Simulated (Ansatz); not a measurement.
## Ansatz (development build ahead of 0.2.0) run

```yaml
crystal:
  periodic: [false, false, false]
  atoms:
    - { symbol: C, position_ang: [0.0, 0.705, 0.0] }
    - { symbol: C, position_ang: [-0.99702, 1.70202, 0.0] }
    - { symbol: C, position_ang: [-2.40702, 1.70202, 0.0] }
    - { symbol: C, position_ang: [-3.40404, 0.705, 0.0] }
    - { symbol: C, position_ang: [-3.40404, -0.705, 0.0] }
    - { symbol: C, position_ang: [-2.40702, -1.70202, 0.0] }
    - { symbol: C, position_ang: [-0.99702, -1.70202, 0.0] }
    - { symbol: C, position_ang: [0.0, -0.705, 0.0] }
    - { symbol: C, position_ang: [0.99702, 1.70202, 0.0] }
    - { symbol: C, position_ang: [2.40702, 1.70202, 0.0] }
    - { symbol: C, position_ang: [3.40404, 0.705, 0.0] }
    - { symbol: C, position_ang: [3.40404, -0.705, 0.0] }
    - { symbol: C, position_ang: [2.40702, -1.70202, 0.0] }
    - { symbol: C, position_ang: [0.99702, -1.70202, 0.0] }
    - { symbol: H, position_ang: [-0.58181, 2.70443, 0.0] }
    - { symbol: H, position_ang: [-2.82223, 2.70443, 0.0] }
    - { symbol: H, position_ang: [-4.40645, 1.12021, 0.0] }
    - { symbol: H, position_ang: [-4.40645, -1.12021, 0.0] }
    - { symbol: H, position_ang: [-2.82223, -2.70443, 0.0] }
    - { symbol: H, position_ang: [-0.58181, -2.70443, 0.0] }
    - { symbol: H, position_ang: [0.58181, 2.70443, 0.0] }
    - { symbol: H, position_ang: [2.82223, 2.70443, 0.0] }
    - { symbol: H, position_ang: [4.40645, 1.12021, 0.0] }
    - { symbol: H, position_ang: [4.40645, -1.12021, 0.0] }
    - { symbol: H, position_ang: [2.82223, -2.70443, 0.0] }
    - { symbol: H, position_ang: [0.58181, -2.70443, 0.0] }
basis:
  gaussian: { orbitals: def2-TZVP }
hamiltonian:
  xc: { name: wB97X }
```

The input is written out in the form of the current development build from the run's settings.

The run gave:

| Property | Result |
| --- | --- |
| Converged | yes |
| Total energy | -540.41725 hartree |
| Spin squared of the determinant | 0.000 |
| Stability test | minimum among restricted orbitals |
